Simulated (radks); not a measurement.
Problem. The mean radii <r> (bohr) of the occupied orbitals of an atom or ion are listed with their occupations. Calculated with a radial shooting solver on a logarithmic mesh with Libxc functionals: scalar-relativistic Kohn-Sham, OLYP, spin-unpolarised, spherical densities, point nucleus.

| orbital | occ. | <r> |
|---|---|---|
| 1s | 2 | 0.01578 |
| 2s | 2 | 0.06646 |
| 2p | 6 | 0.06054 |
| 3s | 2 | 0.1715 |
| 3p | 6 | 0.1737 |
| 3d | 10 | 0.1574 |
| 4s | 2 | 0.3769 |
| 4p | 6 | 0.4024 |
| 4d | 10 | 0.4221 |
| 5s | 2 | 0.8298 |
| 4f | 14 | 0.4401 |
| 5p | 6 | 0.9450 |
| 5d | 10 | 1.199 |
| 6s | 1 | 1.958 |

Name the element and its charge.

Solution. Z = 83, bismuth, charge +4: Bi4+ in [Xe] 4f14 5d10 6s1. The 1s radius gives Z: for a bare nucleus <r> = (2 gamma + 1)/(2Z) with gamma = sqrt(1 - (Z/c)^2), 0.01561 bohr for Z = 83, and screening makes it slightly larger (0.01578 here). The occupations add up to 79, and the charge is Z minus that.
